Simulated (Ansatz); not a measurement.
A first, cheap relaxation of `[CH3][GeH]([CH3])[SiH3]`.

```yaml
crystal:
  periodic: [false, false, false]
  atoms:
    - {symbol: C, position_ang: [-0.715000, 1.086500, -1.308200]}
    - {symbol: Ge, position_ang: [-0.420700, 0.207600, 0.355300]}
    - {symbol: C, position_ang: [1.210500, 0.870300, 1.109000]}
    - {symbol: Si, position_ang: [-0.150600, -2.047300, -0.049400]}
    - {symbol: H, position_ang: [-1.706600, 0.745900, -1.778000]}
    - {symbol: H, position_ang: [-0.852200, 2.236700, -1.132400]}
    - {symbol: H, position_ang: [0.100600, 0.946300, -2.019300]}
    - {symbol: H, position_ang: [-1.545400, 0.485800, 1.335800]}
    - {symbol: H, position_ang: [1.159600, 1.975000, 1.355100]}
    - {symbol: H, position_ang: [1.446100, 0.341700, 2.100800]}
    - {symbol: H, position_ang: [2.065900, 0.682400, 0.435200]}
    - {symbol: H, position_ang: [0.062500, -2.748600, 1.236700]}
    - {symbol: H, position_ang: [0.835500, -2.265700, -0.997900]}
    - {symbol: H, position_ang: [-1.503200, -2.545800, -0.614000]}
basis:
  gaussian: {orbitals: def2-SVP}
hamiltonian: {xc: pbe, dispersion: d4}
relax: {f_tol: 0.03, max_steps: 200}
```

```sh
$ ansatz run in.yaml --threads 2 --pin off --events-out ev --progress --plain --max-ram 22528MiB --backend cpu
```

Output, abridged:

```
Functional definition: PBE
mean field -66605.34286806 eV, -2447.7012036781 hartree, gradient 2.5e-5 eV, S^2 0.000000; 0 other end points of the search recorded, 0 dependent functions left out
relax step   1: F+E_penalty+E_count = -66605.64016845 eV  Δ(F+E_penalty+E_count) = +0.000e0 eV  max|allowed force component| = 2.846e0 eV/Å  Δτ_max = 0.0000 Å  (27 SCF iters, accepted)
mean field -66605.77449343 eV, -2447.7170656182 hartree, gradient 1.9e-5 eV, S^2 0.000000; 0 other end points of the search recorded, 0 dependent functions left out
relax step   2: F+E_penalty+E_count = -66606.05988000 eV  Δ(F+E_penalty+E_count) = -4.197e-1 eV  max|allowed force component| = 7.852e-1 eV/Å  Δτ_max = 0.1687 Å  (28 SCF iters, accepted)
mean field -66605.82495691 eV, -2447.7189201166 hartree, gradient 1.5e-5 eV, S^2 0.000000; 0 other end points of the search recorded, 0 dependent functions left out
relax step   3: F+E_penalty+E_count = -66606.10988786 eV  Δ(F+E_penalty+E_count) = -5.001e-2 eV  max|allowed force component| = 1.408e-1 eV/Å  Δτ_max = 0.0909 Å  (28 SCF iters, accepted)
mean field -66605.83183372 eV, -2447.7191728350 hartree, gradient 1.6e-5 eV, S^2 0.000000; 0 other end points of the search recorded, 0 dependent functions left out
relax step   4: F+E_penalty+E_count = -66606.11693421 eV  Δ(F+E_penalty+E_count) = -7.046e-3 eV  max|allowed force component| = 2.569e-2 eV/Å  Δτ_max = 0.0416 Å  (29 SCF iters, accepted)
mean field -66605.83183372 eV, -2447.7191728350 hartree, gradient 1.6e-5 eV, S^2 0.000000; 1 other end points of the search recorded, 0 dependent functions left out
Total energy: -66606.11697585 eV, -2447.7296516150 hartree
Atom 0 at    -0.764258     1.178102    -1.336830 Å, force     0.011155    -0.017714     0.002145 eV/Å
Atom 1 at    -0.408634     0.228776     0.358165 Å, force     0.000183     0.025687     0.004000 eV/Å
Atom 2 at     1.263249     0.912403     1.156946 Å, force    -0.004151    -0.017220    -0.009297 eV/Å
Atom 3 at    -0.234971    -2.128034    -0.034323 Å, force     0.020118    -0.019708    -0.017599 eV/Å
Atom 4 at    -1.714296     0.833608    -1.788293 Å, force    -0.011817    -0.002155    -0.011420 eV/Å
Atom 5 at    -0.835378     2.267975    -1.152178 Å, force    -0.000279     0.015576    -0.001483 eV/Å
Atom 6 at     0.057082     0.993584    -2.056853 Å, force    -0.002965     0.004963    -0.006777 eV/Å
Atom 7 at    -1.583806     0.506331     1.343851 Å, force    -0.016880    -0.006857     0.012635 eV/Å
Atom 8 at     1.179309     2.002449     1.335097 Å, force     0.004167     0.015154     0.000388 eV/Å
Atom 9 at     1.470146     0.411893     2.122283 Å, force     0.008805    -0.004245     0.011946 eV/Å
Atom 10 at     2.115419     0.729146     0.473498 Å, force     0.009034     0.004476     0.003615 eV/Å
Atom 11 at     0.056629    -2.880130     1.239239 Å, force    -0.003129     0.003716    -0.002980 eV/Å
Atom 12 at     0.890461    -2.402387    -1.002590 Å, force    -0.016588    -0.002440     0.013196 eV/Å
Atom 13 at    -1.503951    -2.682916    -0.629312 Å, force     0.002347     0.000767     0.001631 eV/Å
Dipole moment:     0.080856     0.197606    -0.044749 e Å
```

It took 14 s on 2 threads of an AMD EPYC 7R13 on a shared host, with 0.24 GiB of host memory at the peak.
